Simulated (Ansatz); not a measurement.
Br2Sn (SMILES [Br][Sn][Br]), singlet, geometry from GFN2-xTB (such geometries of metal compounds can be far from the true shape) (core potentials on Sn). Base run: PBE/def2-SVP (Ansatz, an electronic-structure program).

The Ansatz input:
Ansatz 0.2 input:
```yaml
crystal:
  periodic: [false, false, false]
  atoms:
    - {symbol: Sn, position_ang: [-0.02127691, -0.00100366, 0.95007996]}
    - {symbol: Br, position_ang: [1.02717262, 1.67331750, -0.65419857]}
    - {symbol: Br, position_ang: [-0.99677703, -1.67188370, -0.70305852]}
basis:
  gaussian:
    orbitals: def2-SVP
hamiltonian:
  xc: pbe
```

The base run was repeated with changes; each row names its change, and settings that it needs were set with it.

```json
[
 {"change": "base", "basis functions": "90", "E (Eh)": "-5361.33081"},
 {"change": "basis = STO-3G", "basis functions": "63", "E (Eh)": "-11055.93246"},
 {"change": "basis = 3-21G", "basis functions": "79", "E (Eh)": "-11121.55715"},
 {"change": "basis = def2-SV(P)", "basis functions": "90", "E (Eh)": "-5361.33081"},
 {"change": "basis = def2-SVPD", "basis functions": "114", "E (Eh)": "-5361.34063"},
 {"change": "basis = def2-TZVPP", "basis functions": "146", "E (Eh)": "-5361.96540"},
 {"change": "basis = def2-TZVP", "basis functions": "146", "E (Eh)": "-5361.96540"},
 {"change": "basis = def2-TZVPD", "basis functions": "170", "E (Eh)": "-5361.96642"},
 {"change": "basis = def2-QZVP", "basis functions": "232", "E (Eh)": "-5362.07767"},
 {"change": "basis = def2-QZVPP", "basis functions": "260", "E (Eh)": "-5362.07771"}
]
```

Totals compare only among sets that treat the same electrons; sets with core potentials leave the core out.
